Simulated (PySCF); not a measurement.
**Ionisation energy of Mo by level of theory**

Mo [Kr] 4d5 5s1 (7S) → Mo+ [Kr] 4d5 (6S), as a difference of total energies. Calculation: PySCF 2.14, in cc-pVTZ-PP with ECP28MDF (5s5p4d2f1g, 63 functions); a scalar-relativistic core potential. Correlated levels: valence: 4s2 4p6 frozen. The calculations carry no spin-orbit coupling.

```json
{"method": "UHF", "ionisation energy (eV)": "6.244", "error (eV)": "-0.848"}
{"method": "PBE0", "ionisation energy (eV)": "7.244", "error (eV)": "+0.152"}
{"method": "B3LYP", "ionisation energy (eV)": "7.277", "error (eV)": "+0.185"}
{"method": "MP2 (valence)", "ionisation energy (eV)": "6.786", "error (eV)": "-0.306"}
{"method": "SCS-MP2 (valence)", "ionisation energy (eV)": "6.424", "error (eV)": "-0.668"}
```

Reference: 7.092 eV (measured; NIST Atomic Spectra Database, ionization energies).

Errors of the correlated levels include the incompleteness of this basis and the frozen core.
